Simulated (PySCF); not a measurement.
SbBr2, SMILES [Br][Sb+][Br] (connectivity only; charge and spin as stated), charge +1, multiplicity 1.

Coordinates come from a PBE-D3(BJ)/def2-SVP optimisation. The spin state was assumed, not searched. The isomer is the one that the SMILES or the coordinates give; other isomers of the formula were not compared. The def2 effective core potentials stand for the cores of Sb; spin–orbit coupling is left out.

Level of theory: PBE-D3(BJ)/def2-SVP in PySCF.

Frequencies are harmonic and unscaled.

```
mode  ν (cm⁻¹)  IR (km/mol)  moving atoms (share of kinetic energy)
----  --------  -----------  --------------------------------------
1           86          1.0                        Br 79 %, Sb 21 %
2          277          9.1                        Br 64 %, Sb 36 %
3          282         34.2                        Br 56 %, Sb 44 %
```
